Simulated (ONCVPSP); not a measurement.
aluminium, ONCV: configuration errors across variants

```
Element                 : aluminium (Al)
Generator               : ONCVPSP 4.0.1
Type                    : optimised norm-conserving Vanderbilt (ONCV)
Functional              : LDA (Perdew-Wang 92)
Relativity              : scalar-relativistic
Frozen core             : [Ne]
Valence charge          : 3
Reference configuration : 3s2 3p1
Partial waves           : 3s: rc 2.25 bohr, ncon 3, nbas 7, qcut 3.8 1/bohr, 2 projectors, debl 0.5 Ha; 3p: rc 2.00 bohr, ncon 4, nbas 8, qcut 3.8 1/bohr, 2 projectors, debl 3.3 Ha; d scattering state at 0.14 Ha: rc 1.75 bohr, ncon 4, nbas 7, qcut 5.6 1/bohr, 2 projectors, debl 0.5 Ha
Local potential         : polynomial inside 1.75 bohr (lpopt 5, dvloc0 4 Ha)
Core correction         : Teter function, fcfact 5, rcfact 1.7
```

All-electron excitation energies from the reference (eV): (1) 3s2 3p0 5.841; (2) 3s1 3p0 25.211; (3) 3s2 3p0.5 2.122; (4) 3s1 3p1 11.660.

Errors AE − PS in meV (a dash: test not solved or not reliable):

| change | (1) | (2) | (3) | (4) | bound ghosts | GHOST(+) flags above zero |
| --- | --- | --- | --- | --- | --- | --- |
| base | -9.3 | -134 | -1.4 | -28 | none | none |
| s: qcut 2.7; p: qcut 2.7; d: qcut 4 | -8.5 | -143 | -1.3 | -35 | none | s, d |
| s: qcut 3.1; p: qcut 3.1; d: qcut 4.6 | -8.9 | -139 | -1.4 | -32 | none | none |
| s: qcut 3.5; p: qcut 3.5; d: qcut 5.1 | -9.2 | -136 | -1.4 | -29 | none | none |
| d: qcut 5.5 | -9.3 | -134 | -1.4 | -28 | none | none |
| s: qcut 4.2; p: qcut 4.2; d: qcut 6.1 | -9.5 | -132 | -1.4 | -26 | none | s |
| s: qcut 4.5; p: qcut 4.5; d: qcut 6.7 | -9.6 | -131 | -1.4 | -25 | none | none |
| s: qcut 4.9; p: qcut 4.9; d: qcut 7.2 | -9.7 | -130 | -1.5 | -25 | none | s |
| s: qcut 5.2; p: qcut 5.2; d: qcut 7.6 | -9.8 | -129 | -1.5 | -24 | none | s |
| s: qcut 5.6; p: qcut 5.6; d: qcut 8.2 | -9.9 | -128 | -1.5 | -24 | none | s |

Task: Give the same row for: s: qcut 2.5; p: qcut 2.5; d: qcut 3.7.

Result: -8.2, -145, -1.3, -37; bound ghosts: none; GHOST(+) flags above zero: s, d.
